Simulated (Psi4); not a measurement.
C$_{2}$H$_{2}$BF, singlet, geometry from GFN2-xTB; CCSD(T)/cc-pVDZ in Psi4.

Here is a job for Psi4.
```
memory 2 GB

molecule mol {
0 1
  B    -0.798247   -0.339006   -0.118374
  C     0.633851    0.020676   -0.448895
  C     1.773370    0.304217   -0.717696
  H     2.768287    0.550122   -0.956002
  F    -1.302444    0.013578    1.044866
  H    -1.498389   -0.926649   -0.856375
}

set basis cc-pvdz
set reference rhf
set freeze_core true

energy('ccsd(t)')
print_variables()
```

Output, abridged:

```
   => Loading Basis Set <=

    Name: CC-PVDZ
    Role: ORBITAL
    Keyword: BASIS

         ---------------------------------------------------------
                                   SCF
               by Justin Turney, Rob Parrish, Andy Simmonett
                          and Daniel G. A. Smith
                              RHF Reference
         ---------------------------------------------------------

  ==> Geometry <==

    Molecular point group: c1
    Full point group: C1

    Geometry (in Angstrom), charge = 0, multiplicity = 1:

       Center              X                  Y                   Z               Mass
    ------------   -----------------  -----------------  -----------------  -----------------
         B           -0.738164665119    -0.339808922397    -0.166959432337    11.009305360000
         C            0.693933334881     0.019873077603    -0.497480432337    12.000000000000
         C            1.833452334881     0.303414077603    -0.766281432337    12.000000000000
         H            2.828369334881     0.549319077603    -1.004587432337     1.007825032230
         F           -1.242361665119     0.012775077603     0.996280567663    18.998403162730
         H           -1.438306665119    -0.927451922397    -0.904960432337     1.007825032230

  Running in c1 symmetry.

  Rotational constants: A =      1.74451  B =      0.14470  C =      0.13362 [cm^-1]
  Rotational constants: A =  52299.23755  B =   4337.98758  C =   4005.73020 [MHz]
  Nuclear repulsion =   82.984304496739853

  Charge       = 0
  Multiplicity = 1
  Electrons    = 28
  Nalpha       = 14
  Nbeta        = 14

  ==> Algorithm <==

  SCF Algorithm Type is PK.
  DIIS enabled.
  MOM disabled.
  Fractional occupation disabled.
  Guess Type is SAD.
  Energy threshold   = 1.00e-08
  Density threshold  = 1.00e-08
  Integral threshold = 1.00e-12

  ==> Primary Basis <==

  Basis Set: CC-PVDZ
    Blend: CC-PVDZ
    Number of shells: 30
    Number of basis functions: 66
    Number of Cartesian functions: 70
    Spherical Harmonics?: true
    Max angular momentum: 2

  ==> Integral Setup <==

  Using in-core PK algorithm.
   Calculation information:
      Number of atoms:                   6
      Number of AO shells:              30
      Number of primitives:             98
      Number of atomic orbitals:        70
      Number of basis functions:        66

      Integral cutoff                 1.00e-12
      Number of threads:                 1

  Performing in-core PK
  Using 4890732 doubles for integral storage.
  We computed 103795 shell quartets total.
  Whereas there are 108345 unique shell quartets.

  ==> DiskJK: Disk-Based J/K Matrices <==

    J tasked:                  Yes
    K tasked:                  Yes
    wK tasked:                  No
    Schwarz Cutoff:          1E-12

  Minimum eigenvalue in the overlap matrix is 6.3328351759E-04.
  Reciprocal condition number of the overlap matrix is 1.5439517415E-04.
    Using symmetric orthogonalization.

  ==> Pre-Iterations <==

  SCF Guess: Superposition of Atomic Densities via on-the-fly atomic UHF (no occupation information).

   -------------------------
    Irrep   Nso     Nmo
   -------------------------
     A         66      66
   -------------------------
    Total      66      66
   -------------------------

  ==> Iterations <==

                        Total Energy        Delta E     RMS |[F,P]|

   @RHF iter SAD:  -199.78643115256381   -1.99786e+02   0.00000e+00
   @RHF iter   1:  -200.97438895467849   -1.18796e+00   4.87889e-03 ADIIS/DIIS
   @RHF iter   2:  -201.01640467930451   -4.20157e-02   2.56190e-03 ADIIS/DIIS
   @RHF iter   3:  -201.02735828262922   -1.09536e-02   4.30960e-04 ADIIS/DIIS
   @RHF iter   4:  -201.02787104311875   -5.12760e-04   1.69283e-04 ADIIS/DIIS
   @RHF iter   5:  -201.02795584952844   -8.48064e-05   4.54665e-05 DIIS
   @RHF iter   6:  -201.02796415388491   -8.30436e-06   2.07043e-05 DIIS
   @RHF iter   7:  -201.02796821893321   -4.06505e-06   9.37460e-06 DIIS
   @RHF iter   8:  -201.02796996367002   -1.74474e-06   2.98327e-06 DIIS
   @RHF iter   9:  -201.02797012636233   -1.62692e-07   6.58376e-07 DIIS
   @RHF iter  10:  -201.02797013023070   -3.86837e-09   1.09234e-07 DIIS
   @RHF iter  11:  -201.02797013030448   -7.37828e-11   1.94696e-08 DIIS
   @RHF iter  12:  -201.02797013030687   -2.38742e-12   5.95177e-09 DIIS
  Energy and wave function converged.

  ==> Post-Iterations <==

    Orbital Energies [Eh]
    ---------------------

    Doubly Occupied:

[...]
    Virtual:

[...]
      66A      4.499999

    Final Occupation by Irrep:
              A
    DOCC [    14 ]
    NA   [    14 ]
    NB   [    14 ]

  @RHF Final Energy:  -201.02797013030687

   => Energetics <=

    Nuclear Repulsion Energy =             82.9843044967398527
    One-Electron Energy =                -439.6941717718335667
    Two-Electron Energy =                 155.6818971447868307
    Total Energy =                       -201.0279701303068691

Computation Completed

Properties will be evaluated at   0.000000,   0.000000,   0.000000 [a0]

Properties computed using the SCF density matrix

 Multipole Moments:

 ------------------------------------------------------------------------------------
     Multipole            Electronic (a.u.)      Nuclear  (a.u.)        Total (a.u.)
 ------------------------------------------------------------------------------------

 L = 1.  Multiply by 2.5417464519 to convert [e a0] to [Debye]
 Dipole X            :         -2.6678684            3.1790832            0.5112148
 Dipole Y            :          0.0237280           -0.0424788           -0.0187508
 Dipole Z            :          2.1313320           -2.5707666           -0.4394346
 Magnitude           :                                                    0.6743849

 ------------------------------------------------------------------------------------

 MINTS: Wrapper to libmints.
   by Justin Turney

   Calculation information:
[...]
	One-electron energy          =   -144.60143317798924
	Two-electron energy          =     64.63426268032673
	Reference energy             =   -201.02797013030673

            **************************
            *                        *
            *        CCENERGY        *
            *                        *
            **************************

    Nuclear Rep. energy (wfn)     =   82.984304496739853
    SCF energy          (wfn)     = -201.027970130306869
    Reference energy    (file100) = -201.027970130306727

    Input parameters:
    -----------------
    Wave function   =     CCSD_T
    Reference wfn   =     RHF
    Brueckner       =     No
    Maxiter         =     50
    R_Convergence   =     1.0e-07
    E_Convergence   =     1.0e-06
    Restart         =     Yes
    DIIS            =     Yes
    AO Basis        =     NONE
    ABCD            =     NEW
    Cache Level     =     2
    Cache Type      =     LOW
    Print Level     =     1
    Num. of threads =     1
    # Amps to Print =     10
    Print MP2 Amps? =     No
    Analyze T2 Amps =     No
    Print Pair Ener =     No
    Local CC        =     No
    SCS-MP2         =     False
    SCSN-MP2        =     False
    SCS-CCSD        =     False

MP2 correlation energy -0.5107868687642808
                Solving CC Amplitude Equations
                ------------------------------
  Iter             Energy              RMS        T1Diag      D1Diag    New D1Diag    D2Diag
  ----     ---------------------    ---------   ----------  ----------  ----------   --------
     0        -0.510786868764281    0.000e+00    0.000000    0.000000    0.000000    0.162141
     1        -0.514931137743557    7.375e-02    0.011774    0.032156    0.032156    0.162489
     2        -0.529227466780829    2.767e-02    0.011935    0.032185    0.032185    0.172722
     3        -0.533317628217980    1.325e-02    0.014279    0.040835    0.040835    0.178639
     4        -0.533415123632050    4.100e-03    0.014715    0.042477    0.042477    0.180282
     5        -0.533521896909279    1.898e-03    0.014941    0.043739    0.043739    0.181331
     6        -0.533552350796855    4.987e-04    0.014982    0.044014    0.044014    0.181526
     7        -0.533546857748055    2.046e-04    0.014984    0.044032    0.044032    0.181526
     8        -0.533545495048804    7.263e-05    0.014987    0.044042    0.044042    0.181525
     9        -0.533547105458124    3.050e-05    0.014989    0.044045    0.044045    0.181524
    10        -0.533545641628875    1.374e-05    0.014990    0.044044    0.044044    0.181521
    11        -0.533545887209289    3.565e-06    0.014990    0.044044    0.044044    0.181520
    12        -0.533545699452079    1.380e-06    0.014990    0.044044    0.044044    0.181520
    13        -0.533545665577597    4.786e-07    0.014990    0.044044    0.044044    0.181520
    14        -0.533545659908930    1.730e-07    0.014990    0.044044    0.044044    0.181520
    15        -0.533545655814264    7.928e-08    0.014990    0.044044    0.044044    0.181520

    Iterations converged.

    Largest TIA Amplitudes:
              5   0         0.0390644019
              8  11        -0.0196817992
              9  13        -0.0162523445
              5   8         0.0141684710
              5   3         0.0136874781
              8   8         0.0132444567
              9   1         0.0095048155
              8   3         0.0094917575
              8  20        -0.0085950081
              9  18        -0.0085892668

    Largest TIjAb Amplitudes:
      9   9   1   1        -0.0817822024
      8   8   0   0        -0.0618587561
      8   8   3   3        -0.0527007462
      8   8   0   3         0.0434002826
      8   8   3   0         0.0434002826
      8   9   0   1        -0.0429027428
      9   8   1   0        -0.0429027428
      8   9   3   1         0.0367484000
      9   8   1   3         0.0367484000
      5   5  30  30        -0.0304878080

    SCF energy       (wfn)                    = -201.027970130306869
    Reference energy (file100)                = -201.027970130306727

    Opposite-spin MP2 correlation energy      =   -0.379855772865651
    Same-spin MP2 correlation energy          =   -0.130931095898630
    Singles MP2 correlation energy            =   -0.000000000000000
    MP2 correlation energy                    =   -0.510786868764281
      * MP2 total energy                      = -201.538756999071012

    Opposite-spin CCSD correlation energy     =   -0.418539538054048
    Same-spin CCSD correlation energy         =   -0.115006117760217
    Singles CCSD correlation energy           =    0.000000000000000
    CCSD correlation energy                   =   -0.533545655814264
      * CCSD total energy                     = -201.561515786120992

            **************************
            *                        *
            *        CCTRIPLES       *
            *                        *
            **************************

    Wave function   =    CCSD_T
    Reference wfn   =      RHF

    Nuclear Rep. energy (wfn)                =   82.984304496739853
    SCF energy          (wfn)                = -201.027970130306869
    Reference energy    (file100)            = -201.027970130306727
    CCSD energy         (file100)            =   -0.533545655814264
    Total CCSD energy   (file100)            = -201.561515786120992

    Number of ijk index combinations:              220
    Approx. words needed per explicit thread:          562432
    Number of threads for explicit ijk threading:    1

    MKL num_threads set to 1 for explicit threading.

    (T) energy                                =   -0.017567148925148
      * CCSD(T) total energy                  = -201.579082935046131

  Variable Map:
  ----------------------------------------------------------------------------
[...]
  Array Variable Map:
  ----------------------------------------------------------------------------
[...]
[...]
```
